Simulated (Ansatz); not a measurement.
Cost and result for the atomization energy of CH₄AlFSSi (9 atoms, 9 bonds).

```xyz
9

F    -2.059    0.489    1.428
Si   -1.309    1.087    0.155
C     0.196    0.059   -0.205
Al    1.435   -1.457    0.058
S     1.267    0.408   -1.403
H    -2.228    1.019   -1.005
H    -0.900    2.477    0.465
H     1.042   -2.816   -0.647
H     2.556   -1.265    1.155
```

Total charge 0; spin multiplicity 1. The bonds changed during the relaxation, so this is another structure than the one it started from. The structure was optimised at the PBE0-D4/def2-TZVP level. It is one conformer, not always the lowest. Program: Ansatz. All runs use 4 threads of an Arm Neoverse V1 on a shared host. Times are those of one run each, without the atoms' runs, and a repeat can differ threefold. Electronic energies, without spin–orbit coupling; frozen cores. CCSD(T)/CBS adds CCSD(T) − MP2 in def2-TZVPP to the MP2 limit, and its time is that of the two runs behind it. T1 = 0.017; the RHF reference is unstable towards UHF. B3LYP takes the VWN-RPA correlation (the form of Gaussian; ORCA's B3LYP/G).

CCSD(T)/CBS is a level of theory with its own doubt, some kJ/mol a heavy atom from the limit and from the frozen cores, so smaller differences don't rank the functionals.

```csv
level,functions,wall time
PBE-D4/def2-TZVPP (with forces),244,2.7 s
PBE0-D4/def2-TZVPP,244,3.5 s
B3LYP-D4/def2-TZVPP (with forces),244,5 s
r2SCAN-D4/def2-TZVPP (with forces),244,5.5 s
B2PLYP/def2-TZVPP,244,6 s
ωB97X-V/def2-TZVPP,244,8.5 s
ωB97M-V/def2-TZVPP (with forces),244,12 s
MP2/def2-QZVPP,444,22 s
CCSD(T)/def2-TZVPP,244,110 s
CCSD(T)/CBS(def2),–,2.2 min
```

Problem. What atomization energy does each give, and how far from CCSD(T)/CBS? (An estimate is asked.)

Solution. Ansatz gave: 
```csv
level,atomization (kJ/mol),difference from CCSD(T)/CBS,per bond
PBE-D4/def2-TZVPP (with forces),2978.4,14.9,1.7
PBE0-D4/def2-TZVPP,2925.2,-38.3,-4.3
B3LYP-D4/def2-TZVPP (with forces),2932.3,-31.2,-3.5
r2SCAN-D4/def2-TZVPP (with forces),2967.1,3.6,0.4
B2PLYP/def2-TZVPP,2906.9,-56.6,-6.3
ωB97X-V/def2-TZVPP,2968.0,4.5,0.5
ωB97M-V/def2-TZVPP (with forces),2963.4,-0.1,0.0
MP2/def2-QZVPP,2984.5,21.0,2.3
CCSD(T)/def2-TZVPP,2870.0,-93.5,-10.4
CCSD(T)/CBS(def2),2963.5,0.0,0.0
```

In def2-TZVPP, CCSD(T) changes the Hartree–Fock value by +731.6 kJ/mol (the triples alone add +55.6 kJ/mol) and MP2 by +789.6 kJ/mol; breaking electron pairs costs correlation energy, which Hartree–Fock lacks. From PBE to PBE0 (25 % exact exchange), in def2-TZVPP and without D4, the atomization energy moves by −49.8 kJ/mol: exact exchange takes away binding that semilocal exchange gives to molecules. The D4 term adds +38.4 kJ/mol with B3LYP and +20.1 kJ/mol with PBE0; it sums over pairs of atoms, weighted by their polarisabilities, and B3LYP, whose exchange is more repulsive, gets the larger term.
